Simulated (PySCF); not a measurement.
Record of a relaxation.

Species: GaH2(tBu), C4H11Ga.
Bonds: Ga1–C4, C4–C5, C4–C6, C4–C7. Hydrogens: H2, H3 on Ga1; H8, H9, H10 on C5; H11, H12, H13 on C6; H14, H15, H16 on C7.

Computed by this run: PBE0-D3(BJ)/def2-SVP geometry optimisation, gas phase (PySCF); density fitting, grid level 1; the optimiser is geomeTRIC in internal coordinates, started from a GFN2-xTB structure with every atom displaced at random (about 0.03 Å). The frame can shift and turn from step to step; on so coarse a grid that alone can change the energy by a few meV, and forces under 0.02 eV/Å are noise.

Step 0: E = -56682.6670 eV, largest atomic force 5.205 eV/Å
```
atom  x, y, z in Å  |  force x, y, z in eV/Å
Ga1     1.080    1.667    0.013   -1.594   1.547  -0.172
H2      2.597    1.803    0.045    0.832  -0.096   0.060
H3      0.243    3.166   -0.089    0.583  -1.260   0.120
C4      0.073   -0.041   -0.008   -3.799   1.003   0.268
C5     -0.843   -0.208    1.266    3.559   3.455   1.578
C6      0.980   -1.167   -0.118    1.135  -1.467   0.662
C7     -0.966   -0.073   -1.183    0.003   1.429   2.243
H8     -1.396   -1.078    1.264   -1.482  -2.471  -0.231
H9     -0.176   -0.218    2.221   -0.934  -0.224  -1.254
H10    -1.510    0.661    1.452    0.043  -0.282  -0.377
H11     1.679   -1.141    0.742    0.021  -0.431  -0.221
H12     1.569   -1.095   -1.026    0.428  -0.250  -0.512
H13     0.420   -2.127   -0.115    0.314   0.038  -0.012
H14    -0.498   -0.044   -2.108    1.116  -0.076  -2.385
H15    -1.660    0.778   -1.151    0.100   0.300   0.093
H16    -1.625   -0.917   -1.139   -0.325  -1.216   0.141
```

Step 1: E = -56683.3288 eV, largest atomic force 0.718 eV/Å
```
atom  x, y, z in Å  |  force x, y, z in eV/Å
Ga1     0.999    1.714    0.010    0.011   0.070  -0.013
H2      2.574    1.793    0.059    0.010   0.000   0.011
H3      0.147    3.039   -0.049   -0.007   0.063   0.014
C4      0.025   -0.019    0.001   -0.466  -0.307  -0.090
C5     -0.805   -0.143    1.290    0.594   0.373   0.154
C6      0.989   -1.198   -0.112    0.183  -0.053   0.009
C7     -0.967   -0.026   -1.181    0.189   0.211   0.242
H8     -1.390   -1.076    1.276   -0.151  -0.061   0.030
H9     -0.166   -0.166    2.194   -0.020  -0.124  -0.076
H10    -1.483    0.714    1.431   -0.180  -0.080  -0.106
H11     1.713   -1.233    0.720   -0.068   0.052   0.023
H12     1.587   -1.168   -1.038   -0.062   0.038  -0.026
H13     0.452   -2.164   -0.107   -0.079  -0.001  -0.012
H14    -0.460   -0.010   -2.160   -0.022  -0.066  -0.020
H15    -1.651    0.839   -1.142    0.041  -0.025  -0.015
H16    -1.599   -0.930   -1.126    0.028  -0.089  -0.125
```

Step 2: E = -56683.3469 eV, largest atomic force 0.196 eV/Å
```
atom  x, y, z in Å  |  force x, y, z in eV/Å
Ga1     0.988    1.719    0.009    0.017   0.024   0.008
H2      2.564    1.799    0.061   -0.004  -0.004   0.004
H3      0.144    3.053   -0.034   -0.004   0.013   0.005
C4      0.014   -0.024    0.001   -0.084  -0.162  -0.071
C5     -0.788   -0.136    1.302    0.111   0.150  -0.010
C6      0.979   -1.202   -0.114    0.096  -0.002  -0.006
C7     -0.960   -0.030   -1.183    0.043   0.076   0.069
H8     -1.383   -1.068    1.300   -0.042   0.003   0.029
H9     -0.142   -0.165    2.194    0.030  -0.039   0.013
H10    -1.483    0.710    1.432   -0.069  -0.042  -0.015
H11     1.700   -1.232    0.720   -0.018   0.007   0.007
H12     1.568   -1.169   -1.046   -0.028   0.007   0.012
H13     0.433   -2.165   -0.108   -0.023   0.013  -0.004
H14    -0.439   -0.013   -2.156   -0.019  -0.013   0.027
H15    -1.646    0.833   -1.155   -0.014  -0.017  -0.015
H16    -1.583   -0.943   -1.156    0.009  -0.015  -0.053
```

Step 3: E = -56683.3498 eV, largest atomic force 0.050 eV/Å
```
atom  x, y, z in Å  |  force x, y, z in eV/Å
Ga1     0.983    1.719    0.010    0.005  -0.001   0.012
H2      2.560    1.796    0.066   -0.004  -0.001   0.002
H3      0.140    3.055   -0.024    0.001   0.000   0.001
C4      0.010   -0.028   -0.001    0.011  -0.036  -0.033
C5     -0.781   -0.129    1.305   -0.012   0.020  -0.008
C6      0.979   -1.204   -0.115   -0.012   0.016   0.003
C7     -0.960   -0.031   -1.186    0.005  -0.006  -0.005
H8     -1.380   -1.061    1.320    0.012   0.004   0.009
H9     -0.126   -0.157    2.192   -0.003   0.004   0.003
H10    -1.487    0.708    1.433    0.005  -0.003   0.002
H11     1.697   -1.231    0.720   -0.002  -0.001   0.001
H12     1.564   -1.169   -1.049   -0.001   0.001   0.004
H13     0.430   -2.164   -0.109    0.005  -0.003   0.000
H14    -0.433   -0.009   -2.155   -0.005   0.012   0.006
H15    -1.654    0.825   -1.161   -0.007  -0.007   0.009
H16    -1.575   -0.952   -1.178    0.003   0.001  -0.003
```

Step 4: E = -56683.3501 eV, largest atomic force 0.029 eV/Å
```
atom  x, y, z in Å  |  force x, y, z in eV/Å
Ga1     0.982    1.718    0.011    0.002  -0.003   0.006
H2      2.558    1.794    0.071   -0.001   0.000   0.002
H3      0.140    3.054   -0.020    0.000  -0.001   0.001
C4      0.009   -0.030   -0.004    0.016  -0.006  -0.023
C5     -0.780   -0.127    1.304   -0.019   0.000  -0.002
C6      0.980   -1.204   -0.116   -0.020   0.009   0.005
C7     -0.961   -0.034   -1.187   -0.005  -0.012  -0.008
H8     -1.378   -1.059    1.325    0.011   0.000   0.002
H9     -0.123   -0.151    2.190   -0.001   0.008   0.005
H10    -1.487    0.710    1.430    0.007   0.004   0.001
H11     1.697   -1.229    0.720    0.003  -0.002   0.000
H12     1.565   -1.169   -1.049    0.004  -0.001   0.000
H13     0.432   -2.166   -0.109    0.004  -0.002   0.000
H14    -0.436   -0.004   -2.157   -0.001   0.012   0.001
H15    -1.659    0.819   -1.158   -0.005  -0.003   0.008
H16    -1.572   -0.957   -1.184    0.004  -0.001   0.002
```

Step 5: E = -56683.3504 eV, largest atomic force 0.031 eV/Å
```
atom  x, y, z in Å  |  force x, y, z in eV/Å
Ga1     0.980    1.716    0.013   -0.001  -0.004  -0.001
H2      2.556    1.792    0.082    0.001   0.001   0.003
H3      0.138    3.053   -0.014    0.000  -0.001  -0.001
C4      0.008   -0.032   -0.009    0.009   0.029  -0.003
C5     -0.778   -0.122    1.302   -0.007  -0.013   0.010
C6      0.981   -1.204   -0.118   -0.011  -0.008   0.003
C7     -0.964   -0.039   -1.189   -0.012  -0.010  -0.001
H8     -1.371   -1.057    1.334    0.003  -0.004  -0.004
H9     -0.119   -0.136    2.187   -0.001   0.006  -0.001
H10    -1.488    0.713    1.422    0.003   0.003  -0.001
H11     1.697   -1.226    0.719    0.004   0.000  -0.002
H12     1.568   -1.169   -1.051    0.004  -0.001  -0.003
H13     0.437   -2.167   -0.110    0.000   0.001   0.000
H14    -0.444    0.006   -2.160    0.003   0.005  -0.004
H15    -1.672    0.805   -1.150   -0.001   0.000   0.002
H16    -1.565   -0.969   -1.191    0.004  -0.003   0.003
```

Step 6: E = -56683.3505 eV, largest atomic force 0.025 eV/Å
```
atom  x, y, z in Å  |  force x, y, z in eV/Å
Ga1     0.979    1.717    0.013    0.000  -0.003  -0.002
H2      2.555    1.793    0.087    0.000   0.000   0.002
H3      0.137    3.054   -0.013   -0.001   0.000  -0.002
C4      0.009   -0.032   -0.010    0.003   0.025   0.002
C5     -0.777   -0.121    1.301   -0.001  -0.009   0.006
C6      0.982   -1.203   -0.119   -0.002  -0.010   0.001
C7     -0.965   -0.041   -1.190   -0.007  -0.005   0.002
H8     -1.367   -1.057    1.335    0.000  -0.003  -0.003
H9     -0.118   -0.131    2.186    0.001   0.003   0.000
H10    -1.488    0.713    1.420   -0.001   0.000  -0.001
H11     1.698   -1.224    0.718    0.002   0.001  -0.001
H12     1.568   -1.169   -1.051    0.001  -0.001  -0.002
H13     0.438   -2.167   -0.110   -0.001   0.001   0.001
H14    -0.447    0.009   -2.161    0.002   0.001  -0.002
H15    -1.678    0.799   -1.147    0.000   0.000   0.000
H16    -1.561   -0.974   -1.192    0.003  -0.002   0.001
```

Step 7: E = -56683.3506 eV, largest atomic force under 0.02 eV/Å
```
atom  x, y, z in Å  |  force x, y, z in eV/Å
Ga1     0.978    1.719    0.013    0.000   0.000  -0.001
H2      2.553    1.795    0.093   -0.001   0.000   0.002
H3      0.136    3.055   -0.017    0.000   0.000  -0.003
C4      0.009   -0.031   -0.011   -0.004   0.007   0.004
C5     -0.776   -0.121    1.301    0.005  -0.001   0.000
C6      0.983   -1.201   -0.120    0.005  -0.005  -0.002
C7     -0.967   -0.043   -1.189    0.000   0.002   0.003
H8     -1.362   -1.060    1.336   -0.001   0.000   0.000
H9     -0.116   -0.127    2.186    0.000  -0.001   0.000
H10    -1.490    0.711    1.418   -0.003  -0.002  -0.001
H11     1.701   -1.222    0.716    0.000   0.002   0.000
H12     1.568   -1.168   -1.053   -0.002   0.000   0.000
H13     0.439   -2.165   -0.109   -0.001   0.001   0.001
H14    -0.450    0.011   -2.162   -0.001  -0.002   0.000
H15    -1.684    0.793   -1.144    0.001   0.000  -0.001
H16    -1.557   -0.980   -1.192    0.000  -0.001  -0.001
```

**Question.** Summarise the path.

**Answer.** The energy falls by 0.6836 eV from step 0 to step 7; nine tenths of that is first reached at step 1. It falls at every step. The largest force goes from 5.205 to under 0.02 eV/Å. Among the bonds Ga1–H3 changes most, from 1.719 to 1.580 Å; the atoms move by 0.088 Å rms after alignment.

**Question.** Follow the three bonds and two angles with the largest change from start to end.

**Answer.** 
```
step  E above end (eV)  largest force (eV/Å)  Ga1–H3 (Å)  C4–C6 (Å)  C5–H8 (Å)  C5–C4–C7 (°)  H9–C5–H10 (°)
   0            0.6836                 5.205       1.719      1.451      1.031         102.6          102.4
   1            0.0219                 0.718       1.576      1.527      1.101         107.2          105.5
   2            0.0037                 0.196       1.579      1.527      1.106         108.8          107.1
   3            0.0008                 0.050       1.580      1.528      1.107         109.4          107.9
   4            0.0005                 0.029       1.580      1.527      1.107         109.5          107.9
   5            0.0002                 0.031       1.580      1.527      1.107         109.5          107.8
   6            0.0001                 0.025       1.580      1.527      1.107         109.5          107.8
   7            0.0000            under 0.02       1.580      1.527      1.107         109.4          107.8
```

What follows is the cost of the whole optimisation. Hardware: Arm Neoverse N1, one thread (shared host). Cost: 1.8 min wall, 0.55 GiB resident at most.
